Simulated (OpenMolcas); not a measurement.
Mo3+ (d3) on a cation site of an ionic host was computed by SS-CASPT2, IPEA 0.5 Eh, imaginary shift 0.1 Eh with the d shell active (OpenMolcas, ANO-RCC-VTZP on the metal). Its lowest spin-free states, and all those of the highest spin:

| 2S+1 | Degeneracy | E (cm-1) |
| --- | --- | --- |
| 2 | 2 | 0 |
| 4 | 3 | 240 |
| 2 | 3 | 9980 |
| 2 | 3 | 10350 |
| 4 | 3 | 10680 |
| 2 | 3 | 13160 |
| 4 | 3 | 18170 |
| 2 | 1 | 20140 |
| 2 | 3 | 20210 |
| 4 | 1 | 22450 |
| 2 | 3 | 22460 |
| 2 | 2 | 23690 |

Task: Is the site octahedral, tetrahedral or cube-like, axial, or of lower symmetry?

Result: The states with 2S+1 = 4 have orbital degeneracies 3, 3, 3, 1. Threefold states need a cubic site. For d3 at this spin an octahedron puts the single A2 below the threefold T2 and a tetrahedron or cube puts the threefold T1 below the threefold T2, so the site is a tetrahedron or a cube, which this pattern cannot tell apart. The run had Mo3+ with its 8 nearest fluoride ions at 2.366 Å, on the Ca site of CaF2 (a = 5.46294 Å, distance in the model lattice 2.366 Å). The rest of the host is ab initio model potentials to 7.6 Å and point charges beyond; the distance is set by hand and nothing relaxes, and no local charge compensation is placed. Ligand basis ANO-RCC-VDZP.

Roots that are degenerate in the reference are averaged as groups; the widest CASPT2 spread within a group is 160 cm-1 (the 3-fold group of multiplicity 2 near 20200 cm-1 above the lowest state of its run). Shifts and gaps below about the spread of the groups concerned are not significant. Over all roots computed the reference weight is 0.68 to 0.69; a low but even weight reflects the number of correlated electrons. Spin-orbit coupling mixes the spin-free states strongly: the lowest level takes only 58 % from its leading state, 4T1, which lies 237 cm-1 above the lowest spin-free state. An orbital doublet at a regular site is open to a Jahn-Teller distortion, which this geometry leaves out. This shell can be high or low spin here, a state of another spin lies low, and with metal d orbitals alone active their balance is uncertain, so the ground spin may be wrong, although the usual error favours high spin. Ligand-to-metal charge-transfer states are missing. With no ligand orbital active B as a rule stays too high, so bands that hang on it stand too high and its fall with covalency is understated. With one d shell and no ligand orbital active, 10Dq can be off by a tenth or more. The distance lies 7 % over the 2.212 Å that this model takes as the normal distance (a Shannon-type radius plus a fixed donor radius, weighted with the host); by an R⁻⁵ law this alone changes a d-shell field by about -29 %. No measured value stands beside these numbers; the geometry was set by hand and not optimised.
